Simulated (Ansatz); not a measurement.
C6H9O, doublet (typed; the unrestricted solution is spin-contaminated), geometry from GFN2-xTB; BCCD(T)/STO-3G (Ansatz, a quantum-chemistry and plane-wave program).

Input for Ansatz:
Ansatz 0.2 input:
```yaml
crystal:
  periodic: [false, false, false]
  atoms:
    - {symbol: O, position_ang: [-2.30991040, 0.16261397, 0.32350552]}
    - {symbol: C, position_ang: [-1.11853851, 0.07874331, 0.15665256]}
    - {symbol: C, position_ang: [-0.19376152, 1.26653046, 0.28011446]}
    - {symbol: C, position_ang: [1.06928310, 1.12646069, -0.57215067]}
    - {symbol: C, position_ang: [1.78605069, -0.12573509, -0.25013838]}
    - {symbol: C, position_ang: [1.01961696, -1.27351588, 0.27959790]}
    - {symbol: C, position_ang: [-0.43509445, -1.22226002, -0.19204248]}
    - {symbol: H, position_ang: [-0.74557191, 2.17538625, 0.03401302]}
    - {symbol: H, position_ang: [0.08950526, 1.33091202, 1.33516272]}
    - {symbol: H, position_ang: [1.72187303, 1.99176583, -0.42130000]}
    - {symbol: H, position_ang: [0.77448763, 1.14772450, -1.63394651]}
    - {symbol: H, position_ang: [2.84732669, -0.20044721, -0.39877126]}
    - {symbol: H, position_ang: [1.48075649, -2.21722578, -0.02723183]}
    - {symbol: H, position_ang: [1.02631754, -1.27449828, 1.38174174]}
    - {symbol: H, position_ang: [-1.01805368, -2.05122986, 0.21298471]}
    - {symbol: H, position_ang: [-0.46269552, -1.30464002, -1.28289701]}
basis:
  gaussian:
    orbitals: STO-3G
magnetization: {spin_polarized: true, initial_magnetization: 1}
correlation: {method: bccd_t}
```

**Question.** Write the output that Ansatz gives for this input, abridged.

**Answer.** 
```
Functional definition: HF
632 factors; integrals over basis functions are off by at most 3.1e-5 eV
mean field evaluation 1: about -8252.6811 eV, gradient 2.6e1 eV
mean field evaluation 2: about -8253.1120 eV, gradient 2.6e1 eV
mean field evaluation 4: about -8258.1358 eV, gradient 2.7e0 eV
mean field evaluation 8: about -8258.2428 eV, gradient 6.2e-2 eV
mean field evaluation 16: about -8258.0047 eV, gradient 2.9e0 eV
mean field evaluation 32: about -8257.8127 eV, gradient 5.0e-2 eV
mean field evaluation 64: about -8255.7950 eV, gradient 8.0e-1 eV
mean field evaluation 96: about -8255.9133 eV, gradient 5.8e-3 eV
mean field -8258.30790288 eV, -303.4872177487 hartree, gradient 8.8e-6 eV, S^2 0.983079; 5 other end points of the search recorded, 0 dependent functions left out
determinant -8258.30790288 eV, -303.4872177487 hartree, with singles and doubles -8270.11611554 eV, -303.9211615599 hartree
determinant -8258.30130965 eV, -303.4869754520 hartree, with singles and doubles -8270.11683614 eV, -303.9211880417 hartree
determinant -8255.91335312 eV, -303.3992196680 hartree, with singles and doubles -8266.22774496 eV, -303.7782665768 hartree
determinant -8255.80527509 eV, -303.3952478739 hartree, with singles and doubles -8266.05263248 eV, -303.7718313120 hartree
determinant -8258.30790288 eV, -303.4872177487 hartree, with singles and doubles -8270.11580804 eV, -303.9211502597 hartree
determinant -8258.30130965 eV, -303.4869754520 hartree, with singles and doubles -8270.11647873 eV, -303.9211749070 hartree
7 core orbitals not correlated
reference -8258.30130965 eV, -303.4869754520 hartree; 20, 19 occupied and 17, 18 virtual orbitals, 632 factors
second order -8.78320224 eV of doubles, -0.00000000 eV of singles
cycle   1  -11.83054041 eV  change   -1.5e-2 eV  update   3.3e-2
cycle   2  -11.81980539 eV  change    1.1e-2 eV  update   1.6e-2
cycle   3  -11.79692459 eV  change    2.3e-2 eV  update   9.9e-3
cycle   4  -11.78839302 eV  change    8.5e-3 eV  update   6.0e-3
cycle   5  -11.78783294 eV  change    5.6e-4 eV  update   2.2e-3
cycle   6  -11.78953440 eV  change   -1.7e-3 eV  update   7.1e-4
cycle   7  -11.79024666 eV  change   -7.1e-4 eV  update   2.0e-4
cycle   8  -11.79037942 eV  change   -1.3e-4 eV  update   6.8e-5
cycle   9  -11.79038141 eV  change   -2.0e-6 eV  update   2.2e-5
perturbative correction -0.17147054 eV, -0.0063014263 hartree
Total energy: -8270.26316160 eV, -303.9265654031 hartree
```
